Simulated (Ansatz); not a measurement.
Basis sets compared for Cd₇Se₆Br₂. Charge 0, multiplicity 1. Geometry PBE-D4/def2-SVP. Ansatz on 2 threads of AMD EPYC 7R13 on a shared host and a share (18 GiB) of an NVIDIA H100 80GB HBM3; times are rough, and most runs start from earlier orbitals.

| atom | x (Å) | y (Å) | z (Å) |
| --- | --- | --- | --- |
| Cd1 | 0.646 | -1.775 | 1.335 |
| Cd2 | -0.303 | 0.403 | 3.396 |
| Cd3 | 0.329 | 3.911 | 3.133 |
| Cd4 | -0.572 | 2.758 | -0.161 |
| Cd5 | -0.735 | -0.089 | -2.290 |
| Cd6 | 1.589 | 1.207 | -0.557 |
| Cd7 | 1.523 | -2.602 | -1.844 |
| Se8 | -2.547 | 0.551 | 0.518 |
| Se9 | -1.577 | -1.715 | -0.195 |
| Se10 | 1.620 | -4.089 | 0.435 |
| Se11 | -2.714 | 1.501 | -1.703 |
| Se12 | 1.753 | -0.368 | -2.983 |
| Se13 | -0.332 | -4.273 | -1.066 |
| Br14 | -1.647 | 4.884 | 0.765 |
| Br15 | 2.968 | -0.305 | 1.217 |

In the def2 sets Cd takes a core potential; there is no spin–orbit coupling. Single mean-field runs in def2-SVP, def2-TZVP are fitted with def2-universal-jkfit. Another isomer (singlet) lies 2.25 eV lower at PBE0-D4/def2-TZVP; other spin states weren't run for this one.

Binding counts from free atoms (Cd singlet, Se triplet, Br doublet) in the same basis, without a counterpoise term.

```csv
level,functions,energy (Eh),HOMO (eV),LUMO (eV),binding per atom (eV),wall time
PBE-D4/def2-SVP (with forces),473,-20727.0163,-5.14,-3.73,1.81,4 s
PBE0-D4/def2-SVP,473,-20727.5668,-5.86,-3.19,1.75,7.5 s
```

(1) Estimate the rows for PBE-D4/def2-TZVP, PBE0-D4/def2-TZVP.

Answers

(1) 
```json
{"level": "PBE-D4/def2-TZVP", "functions": "664", "energy (Eh)": "-20729.6925", "HOMO (eV)": "-5.18", "LUMO (eV)": "-3.76", "binding per atom (eV)": "1.78", "wall time": "3.7 s"}
{"level": "PBE0-D4/def2-TZVP", "functions": "664", "energy (Eh)": "-20730.2337", "HOMO (eV)": "-5.87", "LUMO (eV)": "-3.18", "binding per atom (eV)": "1.73", "wall time": "7 s"}
```
